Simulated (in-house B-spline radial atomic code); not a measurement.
## Ionising Ne⁷⁺ with different functionals

Computed with a B-spline radial code for spherical atoms: scalar-relativistic (spin-free X2C) Hamiltonian, Fermi nucleus of rms radius 3.0055 fm, spin-polarised at highest spin, spherical fractional occupations for the functionals, the average over the highest-spin determinants for Hartree-Fock. The ionisation energy is the difference of two self-consistent energies, [He] 2s1 → 1s2, without Breit or QED terms; ε is the level of the shell that loses the electron (its least bound occupied spin orbital).

```json
{"method": "Hartree-Fock", "rung": "Hartree-Fock", "ΔSCF (eV)": "238.98", "-ε(2s) (eV)": "238.99"}
{"method": "HF fractional", "rung": "Hartree-Fock", "ΔSCF (eV)": "238.98", "-ε(2s) (eV)": "238.99"}
{"method": "LDA VWN5", "rung": "LDA", "ΔSCF (eV)": "238.59", "-ε(2s) (eV)": "225.24"}
{"method": "LDA PW92", "rung": "LDA", "ΔSCF (eV)": "238.58", "-ε(2s) (eV)": "225.24"}
{"method": "LDA exchange-only", "rung": "LDA", "ΔSCF (eV)": "237.51", "-ε(2s) (eV)": "224.14"}
{"method": "PBE", "rung": "GGA", "ΔSCF (eV)": "?", "-ε(2s) (eV)": "?"}
{"method": "PBEsol", "rung": "GGA", "ΔSCF (eV)": "239.08", "-ε(2s) (eV)": "225.73"}
{"method": "BLYP", "rung": "GGA", "ΔSCF (eV)": "240.29", "-ε(2s) (eV)": "226.29"}
{"method": "RPBE", "rung": "GGA", "ΔSCF (eV)": "240.07", "-ε(2s) (eV)": "226.39"}
{"method": "PW91", "rung": "GGA", "ΔSCF (eV)": "240.04", "-ε(2s) (eV)": "226.42"}
{"method": "BP86", "rung": "GGA", "ΔSCF (eV)": "239.43", "-ε(2s) (eV)": "226.26"}
{"method": "AM05", "rung": "GGA", "ΔSCF (eV)": "238.58", "-ε(2s) (eV)": "225.40"}
{"method": "OLYP", "rung": "GGA", "ΔSCF (eV)": "240.23", "-ε(2s) (eV)": "226.48"}
{"method": "TPSS", "rung": "meta-GGA", "ΔSCF (eV)": "239.70", "-ε(2s) (eV)": "226.78"}
{"method": "SCAN", "rung": "meta-GGA", "ΔSCF (eV)": "238.89", "-ε(2s) (eV)": "227.13"}
{"method": "r2SCAN", "rung": "meta-GGA", "ΔSCF (eV)": "238.80", "-ε(2s) (eV)": "227.05"}
{"method": "revTPSS", "rung": "meta-GGA", "ΔSCF (eV)": "239.48", "-ε(2s) (eV)": "226.84"}
{"method": "PBE0", "rung": "global hybrid", "ΔSCF (eV)": "239.73", "-ε(2s) (eV)": "229.59"}
{"method": "B3LYP", "rung": "global hybrid", "ΔSCF (eV)": "240.19", "-ε(2s) (eV)": "229.01"}
{"method": "TPSSh", "rung": "global hybrid", "ΔSCF (eV)": "239.64", "-ε(2s) (eV)": "228.04"}
{"method": "BHandHLYP", "rung": "global hybrid", "ΔSCF (eV)": "240.05", "-ε(2s) (eV)": "232.84"}
{"method": "r2SCAN0", "rung": "global hybrid", "ΔSCF (eV)": "238.94", "-ε(2s) (eV)": "230.11"}
{"method": "B97-1", "rung": "global hybrid", "ΔSCF (eV)": "239.49", "-ε(2s) (eV)": "228.97"}
{"method": "HSE06", "rung": "range-separated hybrid", "ΔSCF (eV)": "239.73", "-ε(2s) (eV)": "229.15"}
{"method": "wB97X", "rung": "range-separated hybrid", "ΔSCF (eV)": "?", "-ε(2s) (eV)": "?"}
{"method": "CAM-B3LYP", "rung": "range-separated hybrid", "ΔSCF (eV)": "240.06", "-ε(2s) (eV)": "230.98"}
{"method": "LC-wPBE", "rung": "range-separated hybrid", "ΔSCF (eV)": "239.99", "-ε(2s) (eV)": "232.12"}
```

Problem. What does PBE give?

Solution. ΔSCF 239.90 eV, and -ε(2s) = 226.28 eV.

Problem. What does wB97X give?

Solution. ΔSCF 237.52 eV, and -ε(2s) = 231.84 eV.

Problem. Among the functionals, which spreads more, the ΔSCF values or the orbital energies?

Solution. The orbital energies: ΔSCF values span about 2.79 eV and the orbital energies 8.69 eV.

Problem. How do they compare with the NIST value?

Solution. NIST lists 239.097 eV ± 0.0019 (semi-empirical, ground level to ground level). Errors run from -1.59 to +1.20 eV; PBEsol is closest (-0.02 eV), but part of that can be cancellation, since the calculations leave out Breit-QED terms. Hartree-Fock also lacks correlation.
